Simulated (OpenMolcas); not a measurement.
Fe4+ among 4 point charges of -1.62 e arranged as a square (D4h), 2.1 Å from the ion.

- Program: OpenMolcas
- Method: CASSCF
- Basis: ANO-RCC-VDZP [5s4p2d1f]
- Scalar Hamiltonian: DKH2, point nucleus
- Active space: 4 electrons in 5 orbitals (3d)
- State averaging: 2S+1 = 5 even, 5 roots; 2S+1 = 3 even, 45 roots; 2S+1 = 1 even, 50 roots
- Spin-orbit coupling: RASSI with atomic mean-field integrals over the reference wave functions

(1) What is the spin-free ground state (labels of D4, the rotations of D4h)?

(2) Where is the first state of the same spin?

(3) What are the lowest two levels with spin-orbit coupling?

(4) What is χT at 300 K, and how does it compare with the textbook value?

Answers

(1) 5B1, 1-fold in its orbital part, 100 % from free-ion D terms; it has the highest spin that d4 allows.

(2) 5B2 at 1320 cm-1 above the ground state.

(3) A 1-fold level A1, then a 1-fold level A2 0.4 cm-1 above it. Their leading multiplicities are 5 (100 %) and 5 (100 %).

(4) The lowest level has 2S+1 = 5, for which the spin-only value is χT = S(S+1) / 2 = 3.000 cm3 K/mol (g = 2). The computed 2.216 at 300 K differs by -0.784, through orbital momentum, spin-orbit coupling and any other state in reach.

Without dynamic correlation the repulsion within the d shell is too large (B by tens of per cent), so at a given field states of lower spin stand too high. Point charges give a weaker field than real ligands, and real ions of this kind are often low spin; the high spin found here belongs to the model. Point charges carry no covalency, so the field is a model and not that of real ligands. No measured value stands beside these numbers.
